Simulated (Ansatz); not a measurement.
# Computed against measured: atomisation enthalpy at 298 K

6 molecules holding Si, Ge, B, Al, Ga, P or As; the atomisation enthalpy at 298 K in kJ/mol, computed less measured. Shapes, held fixed at every level: PBE0-D4/def2-TZVP. Thermal terms are harmonic and unscaled (PBE0-D4/def2-TZVP); the spin-orbit lowering of the free atoms is taken from their spectra. Programs: Ansatz 0.2.0. Measured values: CRC Handbook of Chemistry and Physics, NIST-JANAF tables.

Levels: A = B3LYP-D4/def2-TZVPP; B = B2PLYP/def2-TZVPP; C = MP2/def2-TZVPP.

```json
{"molecule": "BOF (SMILES O=BF)", "from tabulated heats": "1501", "A": "-27", "B": "-24", "C": "+29"}
{"molecule": "BI3 (boron triiodide)", "from tabulated heats": "819", "A": "+19", "B": "+17", "C": "+100"}
{"molecule": "SiCl4 (silicon tetrachloride)", "from tabulated heats": "1598", "A": "-51", "B": "-57", "C": "+25"}
{"molecule": "SiF4 (silicon tetrafluoride)", "from tabulated heats": "2382", "A": "-69", "B": "-51", "C": "+55"}
{"molecule": "SiI4 (SMILES I[Si](I)(I)I)", "from tabulated heats": "987", "A": "-34", "B": "-54", "C": "+50"}
{"molecule": "SiH3(SiH3)", "from tabulated heats": "2128", "A": "+21", "B": "-14", "C": "-75"}
```

Problem. Sum up the errors.

Solution. 
| level | kind | mean error | mean absolute error | worst case |
| --- | --- | --- | --- | --- |
| B3LYP-D4/def2-TZVPP | global hybrid | -23.5 | 36.8 | SiF4 |
| B2PLYP/def2-TZVPP | double hybrid | -30.5 | 36.2 | SiCl4 |
| MP2/def2-TZVPP | perturbation theory | +30.7 | 55.7 | BI3 |

On this set B2PLYP/def2-TZVPP has the smallest mean absolute error and MP2/def2-TZVPP the largest. B3LYP-D4/def2-TZVPP is too low in 4 of 6; B2PLYP/def2-TZVPP is too low in 5 of 6; MP2/def2-TZVPP is too high in 5 of 6. The heats of SiI4 come from older tables and can be uncertain by 10 kJ/mol or more. The molecules' own spin-orbit binding is left out, so errors for heavy halides read too negative. The tabulated values of BOF, BI3, SiF4, SiH3(SiH3) are in doubt (older tables, estimates, or at odds with other calculations) and kept here. The smallest two are near a tie. Correlated wave functions converge slowly with the basis. For atoms past krypton def2 sets carry core potentials with scalar relativity. Outer-core shells of I are correlated in most correlated rows, in sets that cover them unevenly. The set is small.
